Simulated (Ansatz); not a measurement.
Ansatz (a quantum-chemistry and plane-wave program) input (RI-MP2/aug-cc-pV(Q+d)Z):
A basis named .json is the Basis Set Exchange file of that set.

Ansatz 0.2 input:
```yaml
crystal:
  periodic: [false, false, false]
  atoms:
    - {symbol: Cl, position_ang: [2.29853036, -0.59768428, 1.99374293]}
    - {symbol: Si, position_ang: [1.43813877, 0.47986750, 0.47448894]}
    - {symbol: Cl, position_ang: [2.85388231, 0.68917260, -0.99574896]}
    - {symbol: N, position_ang: [0.05221297, -0.32038864, -0.12669080]}
    - {symbol: Si, position_ang: [-1.55747912, 0.25242739, -0.18491867]}
    - {symbol: Cl, position_ang: [-2.80713377, -0.97603050, 0.88231717]}
    - {symbol: Cl, position_ang: [-2.24786311, 0.28678050, -2.11668315]}
    - {symbol: H, position_ang: [1.04440820, 1.80079075, 0.96944916]}
    - {symbol: H, position_ang: [0.20411278, -1.25247458, -0.49526415]}
    - {symbol: H, position_ang: [-1.59931536, 1.60422435, 0.37699087]}
basis:
  gaussian:
    orbitals: aug-cc-pV_Q+d_Z.json
    fitting: {mean_field: def2-universal-jkfit, correlation: aug-cc-pVQZ-RIFIT.json}
magnetization: {spin_polarized: true, initial_magnetization: 2}
correlation: {method: mp2, electrons: outside_noble_gas}
```

End of the output:

```
mean field evaluation 1: about -67265.5378 eV, gradient 3.1e1 eV
mean field evaluation 2: about -67268.2054 eV, gradient 2.1e1 eV
mean field evaluation 4: about -67270.3456 eV, gradient 1.9e0 eV
mean field evaluation 8: about -67270.6745 eV, gradient 6.9e-1 eV
mean field evaluation 16: about -67274.1602 eV, gradient 2.6e-6 eV
mean field evaluation 32: about -67273.7004 eV, gradient 1.6e0 eV
mean field evaluation 64: about -67269.9172 eV, gradient 2.7e0 eV
mean field evaluation 96: about -67270.6217 eV, gradient 3.8e-1 eV
mean field evaluation 128: about -67274.1582 eV, gradient 4.1e-1 eV
mean field -67274.16015547 eV, -2472.2797856501 hartree, gradient 2.6e-6 eV, S^2 2.010019; 14 other end points of the search recorded, 0 dependent functions left out
31 core orbitals not correlated
1572 factors; their error is unknown
reference -67274.16015547 eV, -2472.2797856501 hartree; 23, 21 occupied and 698, 700 virtual orbitals, 1572 factors
second order -34.72250276 eV of doubles, -0.00000000 eV of singles
Total energy: -67308.88265824 eV, -2473.5558140909 hartree
```

This state (charge 0, triplet) is run at the relaxed geometry of the species with charge 0 and multiplicity 1, and is a spin state other than that species' own.
